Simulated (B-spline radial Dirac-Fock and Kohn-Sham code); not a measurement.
**Sc³⁺: photoemission with 1130 eV photons**

System: scandium as Sc³⁺ in the configuration 1s2 2s2 2p6 3s2 3p6.

These are calculated numbers from a B-spline atomic structure program; the model is the independent-particle Dirac-Slater model, thresholds from Dirac-Fock. The asymmetry parameter β is from the dipole term alone. Kinetic energies are from the vacuum level.

The last column is dσ/dΩ = σ/(4π) · [1 + β P₂(cos θ)] at θ = 90° from the polarisation vector of linearly polarised light.

```csv
subshell,electrons,binding (eV),kinetic (eV),σ (kb),β,dσ/dΩ (kb/sr)
L1 (2s),2,547.8,582.2,69.2,2.00,≈ 0
L2 (2p1/2),2,452.2,677.8,65.7,1.44,1.46
L3 (2p3/2),4,447.8,682.2,128,1.45,2.79
M1 (3s),2,100.5,1029.5,10.2,2.00,≈ 0
M2 (3p1/2),2,72.85,1057.2,6.70,1.42,0.153
M3 (3p3/2),4,72.31,1057.7,13.1,1.43,0.295
```

Branching ratios of the spin-orbit partners (statistical value in brackets): 2p 1.95 (2.00), 3p 1.95 (2.00).

Run: 2.2 s of CPU time on 1 thread of Neoverse-V1 (shared host), peak memory 0.34 GiB.
